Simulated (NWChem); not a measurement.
System: C$_{3}$H$_{6}$O$_{2}$; SMILES OC1COC1

Output (shortened):

```
             Northwest Computational Chemistry Package (NWChem) 7.3.0
             --------------------------------------------------------

 C1  symmetry detected

                             Geometry "geometry" -> ""
                             -------------------------

 Output coordinates in angstroms (scale by  1.889725989 to convert to a.u.)

  No.       Tag          Charge          X              Y              Z
 ---- ---------------- ---------- -------------- -------------- --------------
    1 O                    8.0000    -0.05044549    -1.75811570    -0.27133977
    2 C                    6.0000     0.01963754    -0.54413962     0.43007111
    3 C                    6.0000    -1.03431667     0.48818633    -0.00223312
    4 O                    8.0000    -0.03206904     1.51379768    -0.16097148
    5 C                    6.0000     1.02517941     0.54240790    -0.03381548
    6 H                    1.0000     0.58409794    -2.37628591     0.13312026
    7 H                    1.0000     0.04157581    -0.69539642     1.53444159
    8 H                    1.0000    -1.51372388     0.19383137    -0.96600737
    9 H                    1.0000    -1.82269862     0.77032858     0.72943979
   10 H                    1.0000     1.49019848     0.27497328    -1.01314905
   11 H                    1.0000     1.81766483     0.86836559     0.67650972

 Effective nuclear repulsion energy (a.u.)     186.0992637393

  pbe96 is a nonlocal functional; adding pw91lda local functional.

                                 NWChem DFT Module
                                 -----------------

 Summary of "ao basis" -> "ao basis" (spherical)
 ------------------------------------------------------------------------------
       Tag                 Description            Shells   Functions and Types
 ---------------- ------------------------------  ------  ---------------------
 O                          def2-svp                 6       14   3s2p1d
 C                          def2-svp                 6       14   3s2p1d
 H                          def2-svp                 3        5   2s1p

            General Information
            -------------------
          SCF calculation type: DFT
          Wavefunction type:  closed shell.
          No. of atoms     :    11
          No. of electrons :    40
           Alpha electrons :    20
            Beta electrons :    20
          Charge           :     0
          Spin multiplicity:     1
          Use of symmetry is: off; symmetry adaption is: off
          Maximum number of iterations: 150
          AO basis - number of functions:   100
                     number of shells:    48
          Convergence on energy requested:  1.00D-06
          Convergence on density requested:  1.00D-05
          Convergence on gradient requested:  5.00D-04

              XC Information
              --------------
                     Hartree-Fock (Exact) Exchange  1.000
                     LC-wPBE(h)Exchange Functional  1.000
            Perdew 1991 LDA Correlation Functional  1.000 local
           PerdewBurkeErnz. Correlation Functional  1.000 non-local

           Range-Separation Parameters
           ---------------------------
           Alpha           :  0.00
           Beta            :  1.00
           Gamma           :  0.40
           Short-Range HF  :     F

             Grid Information
             ----------------
          Grid used for XC integration:  medium
          Radial quadrature: Mura-Knowles
          Angular quadrature: Lebedev.
          Tag              B.-S. Rad. Rad. Pts. Rad. Cut. Ang. Pts.
          ---              ---------- --------- --------- ---------
          O                   0.60       49          11.0       434
          C                   0.70       49          10.0       434
          H                   0.35       45          11.0       434
          Grid pruning is: on
          Number of quadrature shells:   515
          Spatial weights used:  Erf1

      Superposition of Atomic Density Guess
      -------------------------------------

 Sum of atomic energies:        -265.25241337

      Non-variational initial energy
      ------------------------------

 Total energy =    -267.993983
 1-e energy   =    -729.805010
 2-e energy   =     275.711763
 HOMO         =      -0.310692
 LUMO         =       0.081536

     ---------------------------------------------
      Total Density - Mulliken Population Analysis
     ---------------------------------------------

    Atom       Charge   Shell Charges
 -----------   ------   -------------------------------------------------------
    1 O    8     8.60   1.99  1.10  0.64  3.01  1.85  0.01
    2 C    6     5.89   1.99  0.94  0.27  1.79  0.83  0.06
    3 C    6     5.74   1.99  0.95  0.19  1.80  0.77  0.05
    4 O    8     8.69   1.99  1.11  0.73  2.96  1.90  0.01
    5 C    6     5.74   1.99  0.95  0.19  1.79  0.77  0.05
    6 H    1     0.66   0.53  0.08  0.06
    7 H    1     0.94   0.70  0.22  0.02
    8 H    1     0.94   0.69  0.23  0.02
    9 H    1     0.93   0.69  0.22  0.02
   10 H    1     0.94   0.69  0.23  0.02
   11 H    1     0.93   0.69  0.22  0.02

   convergence    iter        energy       DeltaE   RMS-Dens  Diis-err
 ---------------- ----- ----------------- --------- --------- ---------
 d= 0,ls=0.0,diis     1   -267.8473590673 -4.54D+02  1.06D-02  8.64D-01
 d= 0,ls=0.0,diis     2   -267.8935364648 -4.62D-02  4.53D-03  5.50D-01
 d= 0,ls=0.0,diis     3   -267.9420369612 -4.85D-02  8.94D-04  2.25D-02
 d= 0,ls=0.0,diis     4   -267.9442495884 -2.21D-03  3.05D-04  1.07D-03
 d= 0,ls=0.0,diis     5   -267.9443646726 -1.15D-04  1.07D-04  1.44D-04
  Resetting Diis
 d= 0,ls=0.0,diis     6   -267.9443809731 -1.63D-05  3.75D-05  1.44D-05
 d= 0,ls=0.0,diis     7   -267.9443826010 -1.63D-06  1.86D-05  1.05D-06
 d= 0,ls=0.0,diis     8   -267.9443826954 -9.44D-08  5.02D-06  6.98D-07

         Total DFT energy =     -267.944382695422
      One electron energy =     -733.877851283196
           Coulomb energy =      315.311512291625
    Exchange-Corr. energy =      -35.477307443172
 Nuclear repulsion energy =      186.099263739320

 Numeric. integr. density =       39.999994744878

                       DFT Final Molecular Orbital Analysis
                       ------------------------------------

 Vector   18  Occ=2.000000D+00  E=-4.317406D-01
              MO Center= -2.5D-01,  2.3D-01,  7.7D-02, r^2= 2.7D+00
   Bfn.  Coefficient  Atom+Function         Bfn.  Coefficient  Atom+Function
  ----- ------------  ---------------      ----- ------------  ---------------
    47      0.342137   4 O  py               33     -0.271519   3 C  py
    50      0.248680   4 O  py               18     -0.231934   2 C  px
    31      0.180035   3 C  s                 3     -0.174150   1 O  s
     4      0.172998   1 O  px               20     -0.172123   2 C  pz
    32      0.169861   3 C  px               60      0.164945   5 C  px

 Vector   19  Occ=2.000000D+00  E=-3.916495D-01
              MO Center=  1.5D-01, -7.2D-01, -2.5D-02, r^2= 2.6D+00
   Bfn.  Coefficient  Atom+Function         Bfn.  Coefficient  Atom+Function
  ----- ------------  ---------------      ----- ------------  ---------------
     4      0.358083   1 O  px                6     -0.280725   1 O  pz
     7      0.280425   1 O  px               61      0.245191   5 C  py
    59     -0.236586   5 C  s                 9     -0.211838   1 O  pz
    18     -0.193087   2 C  px               47     -0.183122   4 O  py
     5      0.175466   1 O  py               60      0.155492   5 C  px

 Vector   20  Occ=2.000000D+00  E=-3.634488D-01
              MO Center= -2.5D-02,  1.0D+00, -1.6D-01, r^2= 2.1D+00
   Bfn.  Coefficient  Atom+Function         Bfn.  Coefficient  Atom+Function
  ----- ------------  ---------------      ----- ------------  ---------------
    48      0.545769   4 O  pz               51      0.414210   4 O  pz
    91      0.200739  10 H  s                81      0.196289   8 H  s
    92      0.163481  10 H  s                62     -0.160767   5 C  pz
    86     -0.157296   9 H  s                34     -0.155005   3 C  pz
    82      0.148293   8 H  s                96     -0.139119  11 H  s

 Vector   21  Occ=0.000000D+00  E= 1.342894D-01
              MO Center=  4.6D-01, -1.4D+00,  7.5D-01, r^2= 4.9D+00
   Bfn.  Coefficient  Atom+Function         Bfn.  Coefficient  Atom+Function
  ----- ------------  ---------------      ----- ------------  ---------------
    17      1.389553   2 C  s                77     -0.998066   7 H  s
    72     -0.962841   6 H  s                 3      0.591333   1 O  s
    97     -0.495150  11 H  s                87     -0.423524   9 H  s
    23      0.384407   2 C  pz               64      0.321030   5 C  py
    36      0.273343   3 C  py               22      0.262309   2 C  py

 Vector   22  Occ=0.000000D+00  E= 1.667711D-01
              MO Center=  3.2D-02,  1.8D-01,  4.3D-01, r^2= 5.7D+00
   Bfn.  Coefficient  Atom+Function         Bfn.  Coefficient  Atom+Function
  ----- ------------  ---------------      ----- ------------  ---------------
    31      1.056758   3 C  s                59      0.844114   5 C  s
    87     -0.832784   9 H  s                97     -0.773271  11 H  s
    77     -0.712754   7 H  s                45      0.539634   4 O  s
    82     -0.518380   8 H  s                63      0.478928   5 C  px
    92     -0.450413  10 H  s                72      0.446687   6 H  s

 Vector   23  Occ=0.000000D+00  E= 1.915119D-01
              MO Center=  5.8D-01, -3.2D-01, -4.9D-01, r^2= 6.2D+00
   Bfn.  Coefficient  Atom+Function         Bfn.  Coefficient  Atom+Function
  ----- ------------  ---------------      ----- ------------  ---------------
    92     -1.487833  10 H  s                59      1.453122   5 C  s
    77      0.961338   7 H  s                82     -0.860554   8 H  s
    17     -0.785710   2 C  s                72     -0.555533   6 H  s
    65     -0.443639   5 C  pz               23     -0.374134   2 C  pz
    31      0.373484   3 C  s                37     -0.365674   3 C  pz

     ---------------------------------------------
      Total Density - Mulliken Population Analysis
     ---------------------------------------------

    Atom       Charge   Shell Charges
 -----------   ------   -------------------------------------------------------
    1 O    8     8.28   1.99  1.06  0.65  2.89  1.68  0.01
    2 C    6     6.09   1.98  0.90  0.27  2.07  0.79  0.07
    3 C    6     5.81   1.98  0.91  0.15  2.06  0.65  0.06
    4 O    8     8.40   1.99  1.07  0.73  2.85  1.74  0.02
    5 C    6     5.81   1.98  0.91  0.15  2.06  0.66  0.06
    6 H    1     0.82   0.69  0.07  0.07
    7 H    1     0.96   0.75  0.19  0.02
    8 H    1     0.95   0.74  0.19  0.02
    9 H    1     0.95   0.74  0.19  0.02
   10 H    1     0.96   0.74  0.20  0.02
   11 H    1     0.96   0.75  0.19  0.02

     -------------------------------------------
      Total Density - Lowdin Population Analysis
     -------------------------------------------

    Atom       Charge   Shell Charges
 -----------   ------   -------------------------------------------------------
    1 O    8     8.13   1.97  0.87  0.59  2.73  1.94  0.02
    2 C    6     5.98   1.96  0.59  0.30  1.90  1.07  0.16
    3 C    6     5.92   1.96  0.59  0.31  1.86  1.07  0.13
    4 O    8     8.21   1.97  0.91  0.62  2.73  1.94  0.03
    5 C    6     5.94   1.96  0.60  0.31  1.85  1.08  0.13
    6 H    1     0.91   0.56  0.18  0.17
    7 H    1     0.98   0.65  0.27  0.06
    8 H    1     0.98   0.64  0.27  0.06
    9 H    1     0.98   0.65  0.27  0.06
   10 H    1     0.98   0.64  0.27  0.06
   11 H    1     0.98   0.65  0.27  0.06

     Multipole analysis of the density
     ---------------------------------

     L   x y z        total         alpha         beta         nuclear
     -   - - -        -----         -----         ----         -------
     0   0 0 0     -0.000000    -20.000000    -20.000000     40.000000

     1   1 0 0      0.414905      0.207453      0.207453      0.000000
     1   0 1 0     -0.775352     -0.387676     -0.387676     -0.000000
     1   0 0 1      0.618992      0.309496      0.309496      0.000000

     2   2 0 0    -20.001050    -53.276125    -53.276125     86.551200
     2   1 1 0     -2.075043     -0.033285     -0.033285     -2.008473
     2   1 0 1      0.115158      0.054944      0.054944      0.005270
     2   0 2 0    -24.300799   -111.467254   -111.467254    198.633709
     2   0 1 1     -1.163502      0.049611      0.049611     -1.262724
     2   0 0 2    -21.905047    -23.870091    -23.870091     25.835135
```

Level: LC-wPBE (HJS exchange hole, range parameter 0.4 per bohr)/def2-SVP. Coordinates come from a PBE-D3(BJ)/def2-SVP optimisation.

Question: Which NWChem input produces such a log?

Answer: One answer among several that fit: the input that was run:
```
start job
memory heap 200 mb stack 900 mb global 1100 mb
geometry units angstroms noautoz
  O     -0.038843    -1.735350    -0.324359
  C      0.026836    -0.545601     0.417807
  C     -1.028016     0.498681     0.017600
  O     -0.027420     1.531005    -0.103609
  C      1.031445     0.557928    -0.006310
  H      0.595836    -2.365586     0.060807
  H      0.046032    -0.733996     1.516503
  H     -1.504161     0.236088    -0.956909
  H     -1.818987     0.754444     0.756143
  H      1.499709     0.324595    -0.992790
  H      1.821302     0.861265     0.716847
end
basis spherical
  * library def2-svp
end
dft
  xc xwpbe 1.00 cpbe96 1.0 hfexch 1.00
  cam 0.4 cam_alpha 0.0 cam_beta 1.0
  iterations 150
  mulliken
end
task dft energy
```
